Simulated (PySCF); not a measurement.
Structure problem from calculated spectra and properties.

Formula: C9H21P.

| Item | Value |
| --- | --- |
| 1H NMR | chemical shifts (computed TMS as zero) by class: 1.50 (3 H), 1.08 (18 H) ppm [GIAO PBE0/pcSseg-1] |
| NMR, other nuclei | isotropic shieldings of nuclei other than C and H, by class: 314 (1 P) ppm [GIAO PBE0/pcSseg-1] |
| 13C NMR | chemical shifts (computed TMS as zero) by class: 23.4 (3 C), 21.8 (6 C) ppm [GIAO PBE0/pcSseg-1] |
| Rotational structure | rotational constants A, B, C: 1.102, 1.003, 0.700 GHz [PBE0-D3(BJ)/def2-SVP] |
| Dipole | 1.33 D [PBE0/pcSseg-1] |

The electronic properties come from PySCF, for the isolated species, density fitting. Levels stand in brackets. The structure is a single PBE0-D3(BJ)/def2-SVP conformer in the gas phase; no vibrational or solvent corrections. NMR values are class means; diastereotopic atoms form classes of their own.

Question: Give a SMILES that accounts for the data.

Answer: Numbering: `[CH3:1][CH:2]([CH3:3])[P:4]([CH:5]([CH3:6])[CH3:7])[CH:8]([CH3:9])[CH3:10]`. 9 carbons fall into 2 classes; from least to most shielded: sp3 carbon bound to phosphorus [C2/C5/C8] (23.4 ppm, 3 C, up to 5.0 ppm apart in this geometry), methyl carbon [C1/C3/C6/C7/C9/C10] (21.8 ppm, 6 C, up to 9.8 ppm apart in this geometry). Hydrogen classes from least to most shielded: 3 H on 3 like atoms (sp3 carbon bound to phosphorus), C2/C5/C8 (1.50 ppm), 18 H on 6 methyl carbons, C1/C3/C6/C7/C9/C10 (1.08 ppm, a mean of values up to 0.6 ppm apart in this geometry). The other shieldings belong to: 314 ppm, phosphine phosphorus [P4]. The optimised geometry has point group C1 and is an asymmetric top. Structure: `CC(C)P(C(C)C)C(C)C`. The assignments are read from this structure; whether some other isomer fits the data as well wasn't checked.

Conformer computed: `[CH3:1][CH:2]([CH3:3])[P:4]([CH:5]([CH3:6])[CH3:7])[CH:8]([CH3:9])[CH3:10]`: C1–C2–P4–C5 58°, C2–P4–C5–C6 54°, C2–P4–C8–C9 -22°.
